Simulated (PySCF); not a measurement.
AlH5P2, SMILES [PH2][AlH][PH2].

The structure is a stationary point at ωB97X-D3(BJ)/def2-SVP. One conformer was computed; it need not be the lowest.

Computed with r2SCAN/def2-TZVPD (PySCF).

Symmetry labels are those of the subgroup Cs that the program uses (full group Cs).

**Question.** List the valence orbital energies around the gap with their symmetry. (Estimate from the structure and the level; the computed values follow.)

**Answer.** 
```
orbital  symmetry  energy (eV)
-------  --------  -----------
HOMO−7         A"       -16.13
HOMO−6         A'       -10.25
HOMO−5         A'       -10.10
HOMO−4         A"        -9.91
HOMO−3         A"        -8.06
HOMO−2         A'        -8.05
HOMO−1         A'        -6.83
HOMO           A"        -6.21
LUMO           A'        -2.08
LUMO+1         A'        -0.81
LUMO+2         A'        -0.42
LUMO+3         A"        -0.20
```
